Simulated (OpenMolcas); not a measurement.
## Cr2+: moving or changing the point charges

Cr2+ among 4 point charges of -2 e arranged as a tetrahedron (Td), 1.97 Å from the ion.

- Program: OpenMolcas 26.06
- Method: CASSCF
- Basis: ANO-RCC-VDZP [5s4p2d1f]
- Scalar Hamiltonian: DKH2, point nucleus
- Active space: 4 electrons in 5 orbitals (3d)
- State averaging: 2S+1 = 5 even, 5 roots; 2S+1 = 3 even, 45 roots; 2S+1 = 1 even, 50 roots
- Spin-orbit coupling: state interaction with AMFI integrals over the reference wave functions

Runs around this geometry, states (labels of Td). Energies in cm-1 above the lowest state or level, χT in cm3 K/mol; under a threefold ground state the first gap can be a small split of the lowest multiplet, not the spin-orbit step; 10Dq and B are least-squares fits to the states below 45000 cm-1, weighted by degeneracy, with a free offset, and given where the rms deviation is under 5 % of |10Dq| (or 100 cm-1) and under 700 cm-1; 10Dq is negative for this site.

| R (Å) | q (e) | Ground state | First state of that spin | 10Dq | B (rms of fit) | First gap with spin-orbit (degeneracies) | χT at 300 K | First state of another spin |
| --- | --- | --- | --- | --- | --- | --- | --- | --- |
| 1.97 | -1.6 | 5T2 | 5E 2009 | -2079 | 977 (103) | 24.0 (1, 3) | 2.556 | 3T1 18188 |
| 1.83 | -2 | 5T2 | 5E 2463 |  |  | 19.3 (1, 3) | 2.647 | 3T1 17929 |
| 1.97 | -2 | 5T2 | 5E 2138 |  |  | 22.5 (1, 3) | 2.586 | 3T1 18086 |
| 2.2 | -2 | 5T2 | 5E 1551 | -1611 | 988 (82) | 29.1 (1, 3) | 2.507 | 3T1 18557 |

Taking the first state of the same spin as R^-n, n = -ln(1551 / 2463) / ln(2.2 / 1.83) = 2.5 between the shortest and longest distance.

Scaling the charges by -1.6 / -2 = 0.80 scales the first state of the same spin by 2009 / 2138 = 0.94; with fixed orbitals a first-order splitting would follow the charge.

An orbital triplet at a regular site is open to Jahn-Teller coupling, which can distort the site and quench the lowest spin-orbit gaps and is left out. Without dynamic correlation the repulsion within the d shell is too large (B by tens of per cent), so at a given field states of lower spin stand too high. The ground term spreads over less than 5000 cm-1, several times less than with real ligands, so orbital moments are less quenched and χT lies further from the spin-only value than at real sites. Point charges carry no covalency, so the field is a model and not that of real ligands. No measured value stands beside these numbers.
